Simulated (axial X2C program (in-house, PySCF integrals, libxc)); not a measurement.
# Bond lengths and stretching modes, held linear, of MoSH

Computed with an in-house all-electron X2C program for linear molecules (integrals from PySCF): two-component X2C with atomic mean-field Coulomb and Gaunt terms, Gaussian nuclei, basis Mo dyall-v3z, S dyall-av3z, H dyall-v3z with contracted cores. Spin-free rows use the one-electron spin-free X2C Hamiltonian.

Masses Mo 97.905, S 31.972, H 1.008 u. States: 2c Ω = 5/2 (beyond evenly filled blocks: ω = 5/2); spin-free M_S = 5/2, Λ = 0 (beyond evenly filled blocks: σα, π+α, π-α, δ+α, δ-α).

PBE, spin-free: energies above the lowest point

```json
{"r(Mo–S) (Å)": "2.2376", "r(S–H) (Å)": "1.2997", "E (meV)": "34.67"}
{"r(Mo–S) (Å)": "2.2376", "r(S–H) (Å)": "1.3330", "E (meV)": "9.92"}
{"r(Mo–S) (Å)": "2.2376", "r(S–H) (Å)": "1.3663", "E (meV)": "15.54"}
{"r(Mo–S) (Å)": "2.2950", "r(S–H) (Å)": "1.2997", "E (meV)": "24.55"}
{"r(Mo–S) (Å)": "2.2950", "r(S–H) (Å)": "1.3330", "E (meV)": "0.00"}
{"r(Mo–S) (Å)": "2.2950", "r(S–H) (Å)": "1.3663", "E (meV)": "5.85"}
{"r(Mo–S) (Å)": "2.2950", "r(S–H) (Å)": "1.3997", "E (meV)": "37.26"}
{"r(Mo–S) (Å)": "2.3524", "r(S–H) (Å)": "1.2997", "E (meV)": "53.92"}
{"r(Mo–S) (Å)": "2.3524", "r(S–H) (Å)": "1.3330", "E (meV)": "29.36"}
{"r(Mo–S) (Å)": "2.3524", "r(S–H) (Å)": "1.3663", "E (meV)": "35.23"}
{"r(Mo–S) (Å)": "2.4097", "r(S–H) (Å)": "1.3330", "E (meV)": "89.06"}
{"r(Mo–S) (Å)": "2.4097", "r(S–H) (Å)": "1.3997", "E (meV)": "126.12"}
```

Question: Fit a quadratic surface with cubic terms in each bond: where is the minimum, and what are the two stretching wavenumbers?

Answer: At PBE, spin-free: bonds 2.279 and 1.343 Å; harmonic stretches 373.4 and 2695.4 cm⁻¹; force constants 2.03, 4.18 and coupling 0.00 mdyn/Å.

The other levels and Hamiltonians give:

```csv
Hamiltonian,level,r(Mo–S) (Å),r(S–H) (Å),lower stretch (cm⁻¹),upper stretch (cm⁻¹)
2c,PBE0,2.294,1.332,366.6,2787.2
2c,HF,2.442,1.318,272.2,2915.8
2c,PBE,2.279,1.343,373.1,2693.6
2c,MP2,2.290,1.327,371.1,2833.6
spin-free,PBE0,2.294,1.332,366.9,2788.6
spin-free,HF,2.441,1.318,273.0,2916.9
spin-free,MP2,2.290,1.326,371.5,2835.0
```

Each state is one determinant, the lowest of a limited PBE0 search; the stretches come from a fit to these few points and carry an uncertainty of a few per cent. Other orders of the atoms were not compared. The levels spread by more than a fifth, so the stretches depend strongly on the method. MP2 freezes inner shells (threshold -2 hartree). The molecule was held linear; bending was not examined, so a bent shape may lie lower. Hydrosulfides and their kin are strongly bent in nature, so this linear model does not describe the real molecule. Note: several unpaired electrons, one determinant need not be a pure state.
